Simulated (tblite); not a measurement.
Input of a run (GFN2-xTB geometry optimisation, gas phase (tblite 0.8.0)), started from a force field or distance geometry:
```
{"job": {"kind": "relax", "xc": "GFN2-xTB", "basis": "xTB"}, "charge": 0, "multiplicity": 1}
C      3.822700     1.831000     0.011100
C      2.898200     1.110600     0.289100
C      1.837900     0.242800     0.646900
F      1.750800    -0.178900     1.911800
C      0.907400    -0.143000    -0.240800
C     -0.259200    -1.050000     0.076700
C     -0.133400    -2.335800    -0.741200
C     -1.603000    -0.362600    -0.202100
C     -1.861100     0.822800     0.675700
C     -2.094700     2.063000     0.221200
H      4.620200     2.478000    -0.239700
H      0.975400     0.212600    -1.271600
H     -0.229000    -1.327100     1.151200
H      0.817800    -2.849200    -0.532700
H     -0.184600    -2.131100    -1.812200
H     -0.947600    -3.030700    -0.475700
H     -2.417800    -1.084000    -0.027900
H     -1.672000    -0.089400    -1.265400
H     -1.871200     0.655400     1.755000
H     -2.092300     2.291100    -0.838700
H     -2.273400     2.891500     0.908800
```

Output (eV, eV/Å):
```
step      E/eV     max force
  0    -802.30756    1.421
  1    -802.35387    0.940
  2    -802.37070    0.818
  3    -802.37378    1.088
  4    -802.38440    0.159
  5    -802.38755    0.160
  6    -802.39009    0.184
  7    -802.39171    0.132
  8    -802.39298    0.097
  9    -802.39378    0.078
 10    -802.39440    0.060
 11    -802.39508    0.055
 12    -802.39574    0.059
 13    -802.39631    0.068
 14    -802.39680    0.057
 15    -802.39730    0.060
 16    -802.39777    0.059
 17    -802.39813    0.046
 18    -802.39838    0.031
 19    -802.39855    0.032
 20    -802.39870    0.027
 21    -802.39883    0.030
 22    -802.39896    0.026
 23    -802.39908    0.033
 24    -802.39922    0.030
 25    -802.39934    0.029
 26    -802.39944    0.028
 27    -802.39952    0.022
 28    -802.39960    0.024
 29    -802.39967    0.023
 30    -802.39975    0.022
 31    -802.39984    0.025
 32    -802.39993    0.023
 33    -802.40003    0.023
 34    -802.40013    0.026
 35    -802.40025    0.027
 36    -802.40038    0.026
 37    -802.40050    0.023
 38    -802.40057    0.017
 39    -802.40062    0.015
 40    -802.40067    0.016
 41    -802.40071    0.018
 42    -802.40075    0.013
 43    -802.40078    0.012
 44    -802.40081    0.013
 45    -802.40086    0.017
 46    -802.40091    0.020
 47    -802.40098    0.019
 48    -802.40106    0.021
 49    -802.40115    0.026
 50    -802.40125    0.022
 51    -802.40133    0.018
 52    -802.40141    0.020
 53    -802.40151    0.022
 54    -802.40164    0.033
 55    -802.40178    0.035
 56    -802.40191    0.025
 57    -802.40203    0.026
 58    -802.40219    0.034
 59    -802.40240    0.039
 60    -802.40261    0.037
 61    -802.40275    0.025
 62    -802.40284    0.025
 63    -802.40293    0.022
 64    -802.40305    0.025
 65    -802.40318    0.028
 66    -802.40330    0.024
 67    -802.40340    0.020
 68    -802.40349    0.023
 69    -802.40357    0.022
 70    -802.40365    0.019
 71    -802.40371    0.018
 72    -802.40376    0.017
 73    -802.40381    0.018
 74    -802.40386    0.015
 75    -802.40390    0.013
 76    -802.40392    0.014
 77    -802.40395    0.013
 78    -802.40397    0.013
 79    -802.40401    0.018
 80    -802.40405    0.019
 81    -802.40409    0.020
 82    -802.40414    0.016
 83    -802.40420    0.021
 84    -802.40427    0.024
 85    -802.40432    0.016
 86    -802.40435    0.010
 87    -802.40437    0.010
```

Question: Summarise the run.

Answer: The energy falls by 2.2 kcal/mol over 87 L-BFGS steps, the largest force on an atom goes from 1.42 to 0.010 eV/Å, and the atoms move by 0.144 Å rms after alignment. Among the bonds, C3–F4 and C9=C10 change most and about equally (-0.022 to +0.022 Å). Bonds longer at the end by more than 0.005 Å: 2 of 20; shorter: 13. Among the angles that change most is C2–C3–F4, from 118.8° to 114.2°. The energy never rose by more than 1e-5 eV on the way. The first step brought 48 % of the lowering.

Question: What are the final bond lengths?

Answer: C1≡C2 1.201 Å, C2–C3 1.413 Å, C3–F4 1.359 Å, C3=C5 1.331 Å, C5–C6 1.496 Å, C6–C7 1.529 Å, C6–C8 1.541 Å, C8–C9 1.495 Å, C9=C10 1.319 Å, C1–H11 1.049 Å, C5–H12 1.080 Å, C6–H13 1.094 Å, C7–H14 1.088 Å, C7–H15 1.088 Å, C7–H16 1.087 Å, C8–H17 1.094 Å, C8–H18 1.092 Å, C9–H19 1.083 Å, C10–H20 1.078 Å, C10–H21 1.076 Å. Numbering counts from 1 in the input's order; the species is `C#C/C(F)=C/[C@H](C)CC=C`.

Time: 1.1 s wall. Hardware: an Arm Neoverse N1 with one thread (shared host).

Its GFN2-xTB frequencies are all real (lowest 20 cm⁻¹). One conformer, not necessarily the lowest.

Conformer computed: `[CH:1]#[C:2]/[C:3]([F:4])=[CH:5]/[C@H:6]([CH3:7])[CH2:8][CH:9]=[CH2:10]`: C3–C5–C6–C7 -124°, C5–C6–C8–C9 -60°, C6–C8–C9–C10 119°.
